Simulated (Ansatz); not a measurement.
The cluster B₂F₄. Total charge 0; singlet. Geometry PBE0-D4/def2-SVP.

```xyz
6

B     0.593   -0.590   -0.207
B    -0.593    0.590    0.208
F    -1.627    0.834   -0.572
F     0.293   -1.870   -0.293
F    -0.509    1.293    1.319
F     1.843   -0.256   -0.454
```

The structure comes from a short search, and lower isomers may exist.

**Question.** Estimate the orbital energies around the gap (eV) in Ansatz with PBE-D4/def2-TZVP, r2SCAN-D4/def2-TZVP, B97M-V/def2-TZVP, r2SCANh-D4/def2-TZVP, PBE0-D4/def2-TZVP.

**Answer.** 
```csv
orbital,PBE-D4/def2-TZVP,r2SCAN-D4/def2-TZVP,B97M-V/def2-TZVP,r2SCANh-D4/def2-TZVP,PBE0-D4/def2-TZVP
HOMO−9,-13.31,-13.85,-14.03,-14.66,-15.50
HOMO−8,-13.15,-13.70,-13.77,-14.54,-15.40
HOMO−7,-12.36,-12.84,-12.89,-13.63,-14.46
HOMO−6,-12.22,-12.70,-12.76,-13.49,-14.32
HOMO−5,-11.53,-12.07,-12.19,-12.91,-13.79
HOMO−4,-10.90,-11.41,-11.49,-12.18,-12.98
HOMO−3,-10.85,-11.36,-11.44,-12.13,-12.92
HOMO−2,-10.39,-10.91,-11.05,-11.72,-12.57
HOMO−1,-10.28,-10.80,-10.94,-11.62,-12.47
HOMO,-8.33,-8.72,-8.80,-9.35,-10.04
LUMO,-2.52,-2.23,-2.27,-1.88,-1.55
LUMO+1,-1.09,-0.65,-0.72,-0.30,-0.06
LUMO+2,0.34,1.06,0.57,1.24,1.04
LUMO+3,0.88,1.62,1.18,1.84,1.68
LUMO+4,2.55,3.45,3.00,3.62,3.39
LUMO+5,2.65,3.46,3.01,3.68,3.42
```
